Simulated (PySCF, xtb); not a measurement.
GeO, SMILES [Ge]=[O] (connectivity only; charge and spin as stated), neutral, multiplicity 1.

Harmonic wavenumbers (cm⁻¹) from xtb with GFN2-xTB at its own minimum, in rising order: 964.

Q: What does PBE-D3(BJ)/def2-TZVPD (PySCF) give at its own minimum? (The exact figures need the calculation; the answer reports its results.)

A: 956. Paired by order, the mean absolute difference is 7 cm⁻¹ and the zero-point energies are 1.4 and 1.4 kcal/mol.
